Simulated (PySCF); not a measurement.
C₂H₈FNOSi. Atoms are numbered in the order given.

```xyz
14

Si     0.5506    -0.5965     0.2847
O      1.0719    -1.3423    -1.0910
F      1.6756     0.3968     0.9080
N     -0.7901     0.4166    -0.0604
C     -1.0756     1.6152     0.6899
C     -1.8472    -0.0139    -0.9416
H      0.3782    -1.6936     1.2626
H      1.1952    -0.7722    -1.8568
H     -1.2793     2.4662     0.0132
H     -1.9589     1.4997     1.3482
H     -0.2144     1.8888     1.3147
H     -1.5446    -0.9163    -1.4936
H     -2.7840    -0.2467    -0.3982
H     -2.0879     0.7674    -1.6874
```
Charge 0, spin multiplicity 1.

Geometry: PBE0-D3(BJ)/def2-SVP. Other conformers were not sampled.

All values below come from PBE/pcSseg-1 in PySCF.

GIAO shieldings, no solvent; atoms alike by connectivity are averaged. δ = σ(ref) − σ: ²⁹Si against TMS (σ = 335.4 ppm); ¹⁷O against H2O (σ = 334.3 ppm); ¹⁹F against CFCl3 (σ = 133.6 ppm); ¹⁵N against NH3 (σ = 267.0 ppm); ¹³C against TMS (σ = 182.0 ppm); ¹H against TMS (σ = 31.49 ppm), references at their B3LYP-D3(BJ)/def2-TZVP geometries, non-relativistic.

Computed chemical shifts:
```
nucleus                        atoms  count  δ (ppm)
-------  ---------------------------  -----  -------
²⁹Si                             Si1      1    -42.0
¹⁷O                               O2      1     68.6
¹⁹F                               F3      1   -176.5
¹⁵N                               N4      1     47.4
¹³C                           C5, C6      2     39.3
¹H                                H7      1     5.08
¹H       H9, H10, H11, H12, H13, H14      6     2.86
¹H                                H8      1     1.70
```
